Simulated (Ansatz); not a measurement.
Cost and result up the ladder for Sn(vinyl)H3 (C₂H₆Sn) (9 atoms). Total charge 0; singlet. Geometry: PBE0-D4/def2-TZVP.

```xyz
9

C     0.431   -0.709    0.209
C    -0.129   -0.879    1.401
Sn   -0.078    0.903   -1.077
H     1.181   -1.423   -0.123
H    -0.884   -0.202    1.790
H     0.141   -1.710    2.049
H    -1.274    1.832   -0.289
H    -0.683    0.316   -2.563
H     1.293    1.871   -1.398
```

Ansatz on 2 threads of Intel Xeon Platinum 8259CL on a shared host. Times are rough, and most runs start from the orbitals of an earlier one. PBE0-D4/def2-TZVP serves as the yardstick here, not as an exact answer. Differences are given only for rows in sets of like size (and for xTB, whose basis is part of the method), since another set adds its own error. Binding counts from free atoms at the same level (C triplet, Sn triplet, H doublet; other spins of the atoms weren't run), without zero-point energy or a counterpoise term.

In the def2 sets Sn takes a core potential, while STO-3G treats all electrons; there is no spin–orbit coupling. B3LYP takes the VWN-RPA correlation. Correlated methods freeze 6 core orbitals; core or outer-core shells of Sn are correlated, in sets that lack core-valence functions. Another isomer (singlet) lies 1.20 eV lower at PBE0-D4/def2-TZVP; other spin states weren't run for this one.

Correlated methods converge slowly with the basis.

```json
{"level": "HF/STO-3G", "functions": "43", "wall time": "0.6 s", "binding energy per atom (eV)": "3.49", "difference from PBE0-D4/def2-TZVP (eV)": "–"}
{"level": "PBE0-D4/def2-SVP", "functions": "84", "wall time": "1.4 s", "binding energy per atom (eV)": "3.39", "difference from PBE0-D4/def2-TZVP (eV)": "–"}
{"level": "PBE-D4/def2-SVP", "functions": "84", "wall time": "1.4 s", "binding energy per atom (eV)": "3.43", "difference from PBE0-D4/def2-TZVP (eV)": "–"}
{"level": "PBE0-D4/def2-TZVP", "functions": "148", "wall time": "2.7 s", "binding energy per atom (eV)": "3.39", "difference from PBE0-D4/def2-TZVP (eV)": "0.00"}
{"level": "BLYP-D4/def2-TZVP", "functions": "148", "wall time": "3 s", "binding energy per atom (eV)": "3.37", "difference from PBE0-D4/def2-TZVP (eV)": "-0.01"}
{"level": "PBE-D4/def2-TZVP (with forces)", "functions": "148", "wall time": "3.5 s", "binding energy per atom (eV)": "3.42", "difference from PBE0-D4/def2-TZVP (eV)": "0.04"}
{"level": "B3LYP-D4/def2-TZVP", "functions": "148", "wall time": "3.7 s", "binding energy per atom (eV)": "3.39", "difference from PBE0-D4/def2-TZVP (eV)": "0.01"}
{"level": "r2SCAN-D4/def2-TZVP", "functions": "148", "wall time": "4 s", "binding energy per atom (eV)": "3.39", "difference from PBE0-D4/def2-TZVP (eV)": "0.00"}
{"level": "CCSD(T)/def2-TZVP", "functions": "148", "wall time": "32 s", "binding energy per atom (eV)": "3.28", "difference from PBE0-D4/def2-TZVP (eV)": "-0.10"}
```
